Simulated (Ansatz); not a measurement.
Cartesian coordinates in Å:
```
C 1.3451 -0.6079 -2.2182
N 0.7763 -1.2102 -1.0384
C 0.2320 -2.5212 -1.2984
Hf 0.5518 -0.1457 0.6698
C 2.6182 0.6306 1.0104
Cl 0.1543 -1.7284 2.4019
C -0.0727 2.2769 1.2845
C -0.0998 2.1781 -0.1276
C -1.1310 1.2924 -0.4832
C -1.7447 0.8076 0.7073
Si -3.1621 -0.3903 0.8340
C -1.0868 1.4534 1.7931
H 0.6053 -0.5103 -3.0278
H 1.7375 0.3912 -2.0025
H 2.1835 -1.2028 -2.6066
H 1.0091 -3.2059 -1.6662
H -0.5641 -2.4885 -2.0573
H -0.1882 -2.9566 -0.3891
H 2.9735 1.3230 0.2393
H 2.7382 1.1344 1.9753
H 3.2928 -0.2355 1.0048
H 0.6187 2.8723 1.8618
H 0.5631 2.6928 -0.8089
H -1.3979 1.0065 -1.4908
H -2.8696 -1.6241 0.0558
H -4.4008 0.2177 0.2783
H -3.3781 -0.7350 2.2601
H -1.3035 1.2856 2.8386
```

Total charge 0; spin multiplicity 1. Hf: def2 effective core potential.

Problem. List the ωB97M-V/def2-TZVPP orbital energies in eV (Ansatz 0.2.0). (Estimate.)

Solution. Computed: Occupied: -2771.11, -1807.01, -394.14, -282.19, -282.14, -282.11, -282.07, -282.06, -282.00, -281.84, -280.14, -261.52, -198.93, -198.90, -198.89, -148.10, -102.21, -102.21, -102.20, -70.80, -39.20, -39.14, -38.90, -27.92, -27.53, -24.51, -23.18, -23.08, -22.60, -21.05, -19.68, -18.75, -18.36, -18.10, -16.35, -15.77, -15.37, -15.06, -14.48, -14.03, -13.70, -13.62, -13.44, -13.14, -13.06, -12.82, -12.31, -12.15, -12.02, -11.95, -11.69, -11.27, -11.14, -9.88, -9.73, -9.55, -8.60. Lowest empty: 0.99, 1.12, 1.48, 2.10, 2.28, 2.52, 2.64, 2.78.
